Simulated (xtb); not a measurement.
xtb input:

```bash
xtb mol.xyz --gfn 1 --sp --chrg 0 --uhf 0
```
mol.xyz:
```
16

Si    -0.84594189    -0.04179823    -0.60362083
C     -1.90281251     1.50254028    -0.56860494
C     -1.28464556    -1.20342027     0.79544500
N      0.83605910     0.36552096    -0.44728110
Si     2.02532930    -0.27347556     0.62965517
H     -1.09305362    -0.72843521    -1.90167257
H     -2.95814483     1.25711603    -0.71113133
H     -1.61590984     2.19512818    -1.36361771
H     -1.79867876     2.02497404     0.38489144
H     -2.33158829    -1.50460272     0.71783994
H     -0.67876209    -2.11165231     0.77306863
H     -1.14533580    -0.72640365     1.76793715
H      1.19557818     1.02670418    -1.12151362
H      2.22386888    -1.73509808     0.45905444
H      3.30615324     0.41777764     0.35052947
H      1.65678392    -0.05504188     2.05006079
```

Which total energy does the run end on?

-17.14180 Eh (GFN1-xTB).
